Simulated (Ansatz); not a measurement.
Born–Oppenheimer molecular dynamics of H₈N₄Ti (13 atoms, charge 0, multiplicity 1). It goes on from the last frame of an earlier run, with new velocities.

All numbers below come from RKS PBE0-D4/def2-SVP in Ansatz 0.2.0.

```yaml
ensemble: NVE (velocity Verlet)
time_step: 0.25 fs
steps_asked: 100
starting_velocities_drawn_for: 3000 K
masses: H 2.014 u
seed: 282798
```

Frames 1.25 fs apart, positions in Å, forces in eV/Å.

Velocities at 0 fs (Å/ps):

```
Ti 6.38 6.22 4.31
N -3.09 -5.94 -3.00
H 8.12 -34.07 -40.21
H 2.03 55.53 -48.25
N -25.93 7.04 7.49
H 2.63 -28.19 -37.47
H 12.92 -19.52 -3.06
N 5.63 -10.56 5.98
H -15.03 -33.84 -32.87
H 70.21 -27.92 4.76
N -11.90 10.78 -15.14
H -0.07 -66.61 27.72
H 13.06 -2.45 59.51
```

```xyz
13
Properties=species:S:1:pos:R:3:forces:R:3 time_fs=0 energy_less_start_eV=0.000 T=3000
Ti 0.025 0.057 -0.094 -0.77 0.67 2.23
N -0.058 0.212 1.849 -0.56 0.07 -2.63
H -0.338 1.072 2.302 0.21 -0.05 0.36
H 0.571 -0.388 2.329 0.65 -0.30 1.07
N 1.762 -0.030 -0.795 -0.13 1.42 -1.13
H 2.544 -0.656 -0.815 0.30 -0.61 0.24
H 2.017 0.745 -1.434 -0.13 -0.31 0.37
N -1.330 1.356 -0.495 1.67 -0.18 -0.71
H -2.116 1.449 0.095 -1.04 -0.06 1.29
H -1.695 1.591 -1.395 0.02 0.25 -1.03
N -0.617 -1.649 -0.319 -0.27 -0.88 0.21
H -1.191 -2.073 0.410 0.00 0.07 -0.20
H -0.558 -2.253 -1.131 0.05 -0.09 -0.07
13
Properties=species:S:1:pos:R:3:forces:R:3 time_fs=1.25 energy_less_start_eV=0.546 T=2618
Ti 0.033 0.065 -0.088 -1.73 0.28 2.38
N -0.063 0.205 1.844 -2.14 -0.19 -5.14
H -0.328 1.032 2.255 -0.59 2.32 1.53
H 0.579 -0.322 2.275 3.15 -2.34 2.76
N 1.730 -0.021 -0.787 2.79 -0.30 -1.60
H 2.546 -0.692 -0.860 -1.55 0.71 0.52
H 2.032 0.720 -1.437 -0.30 0.06 0.23
N -1.322 1.342 -0.488 2.10 -0.24 0.46
H -2.140 1.406 0.059 -1.20 -0.08 1.18
H -1.608 1.557 -1.395 -0.43 0.61 -2.21
N -0.633 -1.636 -0.337 -1.80 -0.37 4.24
H -1.189 -2.154 0.442 1.23 1.49 -1.76
H -0.541 -2.258 -1.060 0.47 -1.94 -2.60
13
Properties=species:S:1:pos:R:3:forces:R:3 time_fs=2.5 energy_less_start_eV=1.206 T=2155
Ti 0.040 0.073 -0.081 -2.66 -0.17 2.46
N -0.069 0.197 1.833 -2.53 -1.39 -5.85
H -0.323 1.009 2.219 -1.16 4.04 2.26
H 0.610 -0.273 2.240 4.21 -2.75 3.19
N 1.701 -0.012 -0.780 4.82 -1.40 -2.14
H 2.537 -0.723 -0.902 -2.53 1.42 0.85
H 2.045 0.695 -1.438 -0.39 0.41 0.09
N -1.312 1.329 -0.480 1.33 0.07 0.97
H -2.171 1.363 0.031 -0.60 -0.12 0.54
H -1.524 1.528 -1.410 -0.47 0.65 -2.21
N -0.650 -1.624 -0.351 -2.54 -0.16 6.01
H -1.179 -2.224 0.461 1.60 2.44 -2.40
H -0.521 -2.278 -1.007 0.93 -3.03 -3.76
13
Properties=species:S:1:pos:R:3:forces:R:3 time_fs=3.75 energy_less_start_eV=1.216 T=2147
Ti 0.046 0.081 -0.074 -3.43 -0.64 2.39
N -0.079 0.188 1.816 -0.83 -2.22 -3.70
H -0.325 1.015 2.199 -0.99 3.50 1.94
H 0.670 -0.243 2.229 2.41 -1.29 1.95
N 1.677 -0.004 -0.775 6.06 -1.94 -2.63
H 2.510 -0.743 -0.938 -2.82 1.65 1.11
H 2.056 0.673 -1.438 -0.44 0.70 -0.03
N -1.300 1.315 -0.471 -0.02 0.63 0.35
H -2.207 1.319 0.008 0.37 -0.11 -0.22
H -1.443 1.504 -1.441 -0.34 0.43 -0.97
N -0.670 -1.611 -0.359 -2.40 -1.78 4.97
H -1.157 -2.276 0.462 1.50 2.96 -2.46
H -0.494 -2.319 -0.982 0.93 -1.88 -2.70
13
Properties=species:S:1:pos:R:3:forces:R:3 time_fs=5 energy_less_start_eV=1.094 T=2232
Ti 0.052 0.089 -0.066 -3.94 -1.13 2.08
N -0.088 0.177 1.795 1.27 -1.37 -0.30
H -0.335 1.046 2.192 -0.32 1.24 0.85
H 0.748 -0.223 2.232 -0.33 0.21 0.37
N 1.659 0.001 -0.773 6.58 -2.00 -2.96
H 2.461 -0.751 -0.965 -2.60 1.46 1.25
H 2.063 0.657 -1.438 -0.45 0.93 -0.13
N -1.289 1.302 -0.462 -1.19 1.18 -0.82
H -2.240 1.274 -0.018 1.25 -0.03 -0.79
H -1.365 1.482 -1.479 -0.34 0.14 0.64
N -0.692 -1.601 -0.361 -1.56 -4.16 2.88
H -1.123 -2.307 0.446 1.16 3.13 -2.13
H -0.460 -2.373 -0.976 0.46 0.40 -0.95
13
Properties=species:S:1:pos:R:3:forces:R:3 time_fs=6.25 energy_less_start_eV=1.295 T=2091
Ti 0.056 0.096 -0.057 -4.12 -1.63 1.53
N -0.097 0.164 1.774 2.60 0.19 2.62
H -0.347 1.086 2.193 0.27 -0.96 -0.20
H 0.824 -0.202 2.238 -2.26 0.91 -0.67
N 1.649 0.004 -0.775 6.25 -1.51 -3.02
H 2.393 -0.749 -0.983 -1.85 0.80 1.20
H 2.066 0.647 -1.440 -0.42 1.08 -0.18
N -1.278 1.291 -0.454 -1.87 1.58 -1.88
H -2.264 1.229 -0.049 1.79 0.08 -1.07
H -1.290 1.462 -1.513 -0.50 -0.05 1.87
N -0.716 -1.595 -0.360 -0.42 -5.52 1.02
H -1.082 -2.314 0.413 0.63 2.85 -1.41
H -0.423 -2.424 -0.977 -0.10 2.18 0.21
13
Properties=species:S:1:pos:R:3:forces:R:3 time_fs=7.5 energy_less_start_eV=1.679 T=1821
Ti 0.059 0.103 -0.048 -4.02 -2.13 0.78
N -0.103 0.151 1.755 3.25 1.45 4.63
H -0.357 1.120 2.192 0.57 -2.31 -0.85
H 0.883 -0.174 2.239 -3.25 1.03 -1.20
N 1.645 0.006 -0.779 4.95 -0.19 -2.69
H 2.312 -0.742 -0.992 -0.49 -0.58 0.86
H 2.067 0.646 -1.442 -0.37 1.13 -0.20
N -1.270 1.281 -0.448 -2.04 1.81 -2.58
H -2.275 1.185 -0.087 1.94 0.19 -1.11
H -1.218 1.442 -1.533 -0.73 -0.13 2.51
N -0.741 -1.595 -0.358 0.84 -5.22 -0.78
H -1.036 -2.300 0.371 -0.13 1.85 -0.04
H -0.386 -2.460 -0.978 -0.52 3.10 0.68
13
Properties=species:S:1:pos:R:3:forces:R:3 time_fs=8.75 energy_less_start_eV=2.085 T=1536
Ti 0.060 0.109 -0.039 -3.73 -2.60 -0.04
N -0.106 0.140 1.741 3.51 2.22 5.84
H -0.363 1.137 2.185 0.65 -2.91 -1.14
H 0.919 -0.139 2.232 -3.60 0.88 -1.37
N 1.647 0.008 -0.787 2.94 2.00 -1.99
H 2.228 -0.739 -0.995 1.26 -2.67 0.21
H 2.065 0.653 -1.446 -0.27 1.01 -0.16
N -1.264 1.273 -0.445 -1.77 1.91 -2.91
H -2.272 1.142 -0.134 1.67 0.26 -0.97
H -1.152 1.421 -1.534 -0.95 -0.11 2.60
N -0.764 -1.600 -0.357 2.13 -3.26 -3.06
H -0.990 -2.273 0.328 -1.03 -0.13 2.22
H -0.353 -2.473 -0.974 -0.80 3.40 0.76
13
Properties=species:S:1:pos:R:3:forces:R:3 time_fs=10 energy_less_start_eV=2.295 T=1389
Ti 0.061 0.114 -0.029 -3.36 -2.99 -0.78
N -0.104 0.131 1.734 3.49 2.53 6.36
H -0.365 1.132 2.169 0.56 -2.92 -1.13
H 0.927 -0.097 2.214 -3.50 0.59 -1.29
N 1.651 0.012 -0.796 1.42 3.85 -1.27
H 2.152 -0.755 -0.996 2.30 -4.26 -0.38
H 2.061 0.667 -1.452 -0.13 0.74 -0.10
N -1.259 1.267 -0.444 -1.12 1.94 -2.85
H -2.256 1.101 -0.189 0.99 0.24 -0.71
H -1.093 1.399 -1.517 -1.09 -0.01 2.19
N -0.785 -1.609 -0.359 3.02 -0.60 -5.33
H -0.953 -2.248 0.303 -1.65 -2.38 4.70
H -0.327 -2.461 -0.964 -0.95 3.27 0.60
13
Properties=species:S:1:pos:R:3:forces:R:3 time_fs=11.25 energy_less_start_eV=1.898 T=1667
Ti 0.060 0.119 -0.020 -2.96 -3.31 -1.35
N -0.100 0.125 1.733 3.11 2.37 6.11
H -0.362 1.106 2.146 0.30 -2.35 -0.85
H 0.910 -0.051 2.187 -2.82 0.20 -0.93
N 1.658 0.019 -0.807 1.37 3.40 -1.02
H 2.093 -0.802 -1.000 1.74 -3.45 -0.42
H 2.055 0.687 -1.458 0.06 0.39 -0.10
N -1.256 1.264 -0.447 -0.28 1.96 -2.25
H -2.233 1.061 -0.248 0.01 0.11 -0.42
H -1.042 1.377 -1.483 -1.06 0.17 1.23
N -0.804 -1.619 -0.367 2.98 0.57 -5.46
H -0.927 -2.239 0.311 -1.54 -2.78 5.22
H -0.307 -2.425 -0.950 -0.91 2.73 0.25
13
Properties=species:S:1:pos:R:3:forces:R:3 time_fs=12.5 energy_less_start_eV=1.228 T=2137
Ti 0.058 0.122 -0.012 -2.54 -3.58 -1.73
N -0.091 0.122 1.739 2.06 1.55 4.88
H -0.357 1.062 2.116 -0.22 -1.01 -0.25
H 0.873 -0.004 2.153 -1.18 -0.28 -0.14
N 1.666 0.031 -0.819 1.88 1.02 -1.01
H 2.046 -0.874 -1.007 0.52 -0.72 -0.09
H 2.051 0.710 -1.464 0.27 0.06 -0.17
N -1.253 1.262 -0.452 0.33 1.95 -1.01
H -2.210 1.022 -0.311 -0.94 -0.10 -0.20
H -0.998 1.356 -1.440 -0.79 0.41 -0.30
N -0.819 -1.628 -0.380 2.12 -0.01 -2.61
H -0.912 -2.249 0.357 -1.00 -0.95 3.02
H -0.293 -2.368 -0.934 -0.51 1.65 -0.37
13
Properties=species:S:1:pos:R:3:forces:R:3 time_fs=13.75 energy_less_start_eV=1.220 T=2142
Ti 0.056 0.124 -0.004 -2.06 -3.81 -1.96
N -0.081 0.120 1.750 -0.03 -0.13 2.62
H -0.354 1.012 2.084 -1.08 1.23 0.66
H 0.828 0.042 2.119 1.84 -0.76 1.18
N 1.675 0.043 -0.832 1.85 -1.27 -0.80
H 2.004 -0.951 -1.014 -0.19 1.85 0.13
H 2.048 0.733 -1.472 0.44 -0.20 -0.29
N -1.250 1.262 -0.458 0.20 1.86 0.64
H -2.194 0.983 -0.375 -1.39 -0.25 -0.12
H -0.961 1.338 -1.400 -0.27 0.66 -2.11
N -0.831 -1.637 -0.396 0.77 -0.14 1.24
H -0.905 -2.266 0.425 -0.53 0.98 0.14
H -0.283 -2.300 -0.921 0.46 -0.01 -1.34
```

Of the whole run (25 fs, mean temperature of the second half 1632 K): The conserved energy stayed within 0.39 meV per atom of its start (net change 0.22 meV per atom), so the integration is sound. A run of 0.025 ps of so small a system gives no equilibrium averages.

Time of the run: 4.4 min on 4 threads of Arm Neoverse V2, with other jobs on the host, peak memory 0.34 GiB.
